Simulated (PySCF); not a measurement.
Si(H)(vinyl)(NH2)2 (C2H8N2Si), SMILES [SiH](N)(C=C)N. Atoms are numbered in the order given.

```xyz
13

Si     0.3817     0.3387    -0.3754
N      1.2311    -0.9150    -1.2061
N      1.0775     0.7701     1.1522
C     -1.3789    -0.2943    -0.2318
C     -2.0641    -0.2498     0.9216
H      0.4298     1.6185    -1.1485
H      0.8988    -1.8722    -1.1643
H      2.2369    -0.8781    -1.3366
H      1.1498     0.1066     1.9174
H      1.0268     1.7240     1.4942
H     -1.8861    -0.7119    -1.1153
H     -3.0953    -0.6128     1.0164
H     -1.6065     0.1631     1.8308
```

The structure is a stationary point at r2SCAN-D4/def2-SVP. Other conformers were not sampled.

Vertical ionisation energy (IE) and electron affinity (EA) in eV. Rows of orbital energies are one-electron estimates. Where ΔSCF, EOM or ADC give a negative EA the extra electron is unbound and the value depends on the basis.

```json
[
 {"level": "−ε(HOMO), −ε(LUMO), B3LYP/def2-TZVP (PySCF)", "IE": "6.80", "EA": "0.53"},
 {"level": "−ε(HOMO), −ε(LUMO), PBE/def2-TZVP (PySCF)", "IE": "5.62", "EA": "1.30"}
]
```
